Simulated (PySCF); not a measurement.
**C₂H₆Ga, SMILES `[CH3][Ga][CH3]` (charge 0, multiplicity 2)**

The numbers are results of r2SCAN-D4/def2-TZVP (PySCF 2.14.0), not measurements.

```yaml
highest_occupied_spin_orbital: -4.26 eV
dipole_moment: 0.53 D
total_energy: -2004.6062 Ha
cost: roughly 18 core-minutes
```

Bonds (Å): C1–Ga2 1.997, C1–H4 1.095, C1–H5 1.096, C1–H6 1.089, Ga2–C3 1.997, C3–H7 1.095, C3–H8 1.089, C3–H9 1.095. Angles (°): Ga2–C1–H4 109.1, Ga2–C1–H5 108.1, Ga2–C1–H6 113.7, H4–C1–H5 107.8, H4–C1–H6 109.3, H5–C1–H6 108.6, C1–Ga2–C3 117.2, Ga2–C3–H7 108.3, Ga2–C3–H8 113.9, Ga2–C3–H9 108.8, H7–C3–H8 108.8, H7–C3–H9 107.8, H8–C3–H9 109.2.
Charge 0, spin multiplicity 2.
